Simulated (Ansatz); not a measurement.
K₃⁻, relaxed as a singlet with RKS B3LYP/def2-TZVPD in Ansatz, starting from the GFN2-xTB geometry. Force threshold 0.02 eV/Å.

The restricted singlet is unstable towards broken spin symmetry at other levels; at B3LYP/def2-TZVPD this wasn't settled. The structure comes from a short search, and lower isomers may exist.

Start:

```xyz
3

K    -2.854    2.040    2.602
K     1.402   -0.470    1.262
K     1.452   -1.570   -3.864
```

(1) Estimate the energy that the relaxation releases and the steps that it takes.

(2) Does the start keep its bonding and symmetry?

(3) Predict the relaxed structure.

## Answers

(1) 6.5 kcal/mol, in 13 steps; 23 s on 4 threads of Arm Neoverse V2 on a shared host. The force fell under the threshold at step 10, but the optimiser went on and released 0.007 eV more. No frequencies were taken in this run, so the end may be a saddle point.

(2) Bonds formed: K2–K3 (atoms count from 1). Metal–metal contacts that move far: K1–K2 5.12 to 4.32 Å. Point group Cs at the start, D∞h at the end, both within 0.05 Å.

(3) 
```xyz
3

K    -2.173    1.821    3.259
K     0.000    0.000    0.001
K     2.174   -1.821   -3.260
```
Bond lengths (bridged metal pairs left out): 2 × K–K 4.32 Å.
